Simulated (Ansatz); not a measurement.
Species: CH₄FSi (charge -1, singlet). It need not be the lowest isomer of its formula. Whether it binds its extra electron was not tested at this geometry. 
Structure (B3LYP-D3(BJ)/def2-TZVP (Ansatz, an electronic-structure program) minimum search):
SMILES: C[SiH-]F
```xyz
7

Si     0.4139     0.5359     0.1007
C     -1.5040     0.1244     0.2321
F      0.9120    -0.9552    -0.5748
H      0.7016     0.1765     1.5928
H     -1.6946    -0.8829     0.6226
H     -1.9918     0.8468     0.9003
H     -1.9938     0.2065    -0.7452
```
Charge -1, spin multiplicity 1.

Basis-set convergence of Hartree-Fock and MP2 correlation energies (hartree) with Ansatz. Valence correlation only, unless marked. Spin-orbit coupling is left out. No relativistic terms. This anion needs diffuse functions, which these sets lack.

```tsv
basis	functions	E(HF)	E(corr, MP2)
cc-pV(D+d)Z	71	-428.59659	-0.43841
cc-pV(T+d)Z	155	-428.66289	-0.56799
cc-pV(Q+d)Z	294	?	?
```

### Question
Some entries are withheld; supply them.

### Answer

- cc-pV(Q+d)Z, E(HF): -428.68199
- cc-pV(Q+d)Z, E(corr, MP2): -0.61484
